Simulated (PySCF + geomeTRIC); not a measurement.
Species: [Mo(F)4(NH2)2] (charge 0, multiplicity 1).

Question: Give a relaxed geometry from PySCF + geomeTRIC with BP86-D3(BJ)/def2-SVP.

Answer: One answer among several that fit: the end point of this relaxation, one of several conformers.
Cartesian coordinates (Å) in one orientation:
```xyz
11

Mo    -0.010    -0.020     0.182
F     -0.766     0.740     1.733
F      0.243     1.764    -0.383
F      1.541    -0.258     1.194
F     -1.754    -0.245    -0.442
N     -0.135    -1.952     0.412
H     -0.901    -2.523     0.033
H      0.622    -2.530     0.800
N      0.858    -0.289    -1.549
H      1.143     0.517    -2.121
H      1.097    -1.181    -1.995
```
